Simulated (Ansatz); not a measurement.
Reaction (formal exchange of groups at a C–C bond): `CC(Cl)/C=C/O` + disilane → `O/C=C/[SiH2][SiH3]` + `CCCl`

Isolated molecules relaxed with PBE0-D4/def2-TZVP in Ansatz; ΔE leaves out vibrations. CBS: MP2 limit from def2 TZ/QZ plus the TZ coupled-cluster correction, frozen cores. Double bonds are as drawn, so ΔE can hold a change between cis and trans. Functionals use def2-TZVPP. One conformer a species, not always the lowest.

Question: Is it downhill or uphill in electronic energy at CCSD(T)/CBS, and by how much? (Best estimate.)

Answer: Ansatz gave: Downhill: ΔE = -8.2 kcal/mol.

Question: What do these levels give: r2SCAN-D4, PBE0-D4, B2PLYP, PBE, r2SCAN, PBE0, SCS-MP2/def2-TZVPP, CCSD(T)/def2-TZVPP, HF/def2-QZVPP, MP2/def2-QZVPP, HF/CBS(def2), MP2/CBS(def2)? (Best estimate.)

Answer: The calculation gave: r2SCAN-D4 -8.5, PBE0-D4 -8.5, B2PLYP -8.5, PBE -8.4, r2SCAN -8.6, PBE0 -8.7, SCS-MP2/def2-TZVPP -7.9, CCSD(T)/def2-TZVPP -7.7, HF/def2-QZVPP -9.1, MP2/def2-QZVPP -8.3, HF/CBS(def2) -9.1, MP2/CBS(def2) -8.4 kcal/mol.

Largest T1 diagnostic among the species: 0.013.

In def2-TZVPP, CCSD(T) changes the Hartree–Fock value by +1.3 kcal/mol (the triples alone add +0.2 kcal/mol) and MP2 by +1.1 kcal/mol.
